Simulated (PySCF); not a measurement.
# Core-level binding energies of `NC[SiH]1OCCO1`

C3H9NO2Si.
Geometry (PBE0-D3(BJ)/def2-SVP, Å), atoms numbered from 1 in this order:
```xyz
16
C3H9NO2Si angstrom
N      1.748    1.139    0.435
C      1.945   -0.228   -0.016
Si     0.253   -0.957   -0.357
O     -0.599   -1.279    1.049
C     -1.812   -0.552    1.048
C     -1.629    0.646    0.108
O     -0.783    0.227   -0.951
H      1.346    1.701   -0.312
H      2.624    1.577    0.708
H      2.610   -0.363   -0.898
H      2.394   -0.829    0.796
H      0.314   -2.129   -1.275
H     -2.636   -1.202    0.697
H     -2.050   -0.225    2.072
H     -2.591    0.994   -0.302
H     -1.152    1.482    0.651
```

Level of theory: delta-SCF UKS SCAN, pcX-2 on the ionised atom, pcseg-1 elsewhere, spin-free X2C in PySCF. Each binding energy is the total energy of the core-ionised species, with the hole localised on one atom, minus that of the ground state; both are solved self-consistently, so orbital relaxation is included.

Task: Give the core binding energies atom by atom.

Result: 
| atom(s) | environment | level | binding energy (eV) | 2p1/2 (eV) | above the level's lowest (eV) | count |
| --- | --- | --- | --- | --- | --- | --- |
| Si3 | oxygen-bound silicon | Si 1s | 1847.34 | – | 0.00 | 1 |
| O4/O7 | silyl ether oxygen | O 1s | 537.82 | – | 0.00 | 2 |
| N1 | primary amine nitrogen | N 1s | 405.07 | – | 0.00 | 1 |
| C5/C6 | sp3 carbon bound to oxygen | C 1s | 292.20 | – | +1.21 | 2 |
| C2 | sp3 carbon bound to nitrogen | C 1s | 290.99 | – | 0.00 | 1 |
| Si3 | oxygen-bound silicon | Si 2p3/2 | 107.37 | 108.00 | 0.00 | 1 |

Lowest listed C 1s: C2, bonded to N, 2 H and Si. Highest, 1.21 eV above it: C5/C6, bonded to O, C and 2 H. Summing the Pauling electronegativity differences to the bonded atoms, each weighted by its formal bond order, gives -0.86 for the lowest site and +0.19 for the highest.

Task: Which effective nuclear charge Zeff reproduces each element's mean 1s value in the hydrogen-like formula E = 13.606 eV × Zeff²?

Result: C (Z = 6): mean 291.8 eV, Zeff = 4.63, Z − Zeff = 1.37; N (Z = 7): mean 405.1 eV, Zeff = 5.46, Z − Zeff = 1.54; O (Z = 8): mean 537.8 eV, Zeff = 6.29, Z − Zeff = 1.71; Si (Z = 14): mean 1847.3 eV, Zeff = 11.65, Z − Zeff = 2.35. Means run over the listed sites, weighted by atom count.

Task: Express the binding energy of N 1s of N1 in atomic units and per mole.

Result: 405.07 eV = 14.8860 Eh = 39083 kJ/mol.

Topologically equivalent atoms share the value of their first member; where this conformer doesn't relate them by symmetry, their own values could differ. Spin–orbit coupling isn't in the SCF: each 2p doublet comes from a relaxed spin-free hole plus a matrix of the shell (mean-field spin–orbit coupling and the ground-state 2p splitting), with 2p3/2 averaged over its two sublevels. 2p1/2 minus 2p3/2 (ligand field included): Si 0.63 eV. The structure is a single PBE0-D3(BJ)/def2-SVP conformer in the gas phase; no vibrational or solvent corrections.

The run took 35 s of wall time on one thread of an AMD EPYC 9B45, no GPU, shared host with 96 logical CPUs at a one-minute load of 20, and the process peaked at 0.72 GiB of memory.
